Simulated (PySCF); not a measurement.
# Working out the ionisation energy of Xe²⁺

Xe²⁺ [Kr] 4d10 5s2 5p4 (3P) → Xe³⁺ [Kr] 4d10 5s2 5p3 (4S). All numbers are calculated (PySCF 2.14, scalar relativity through the core potential, in def2-SVP with the def2 core potential (28 electrons)). Frozen: 4s2 4p6 4d10. Energies in hartree (1 hartree = 27.21139 eV):

| part | Xe²⁺ (lower) | Xe³⁺ (upper) |
| --- | --- | --- |
| UHF | -327.139218 | -326.059412 |
| CCSD correlation | -0.108143 | -0.081002 |
| (T) | -0.002571 | -0.001857 |

What does Hartree-Fock give?

(-326.059412) − (-327.139218) = 1.079806 hartree = 29.383 eV.

What do CCSD and CCSD(T) give?

The CCSD correlation energies differ by 0.027141 hartree = 0.739 eV and the triples by 0.000714 hartree = 0.019 eV, so CCSD gives 30.122 eV and CCSD(T) 30.141 eV.

Reference: 31.05 ± 0.04 eV (semi-empirical (NIST evaluation); NIST Atomic Spectra Database, ionization energies), between the lowest levels; spin-orbit coupling is absent from the calculation.

A double-zeta basis recovers only part of the correlation energy.

What remains against the reference includes basis incompleteness, the frozen core and higher excitations.
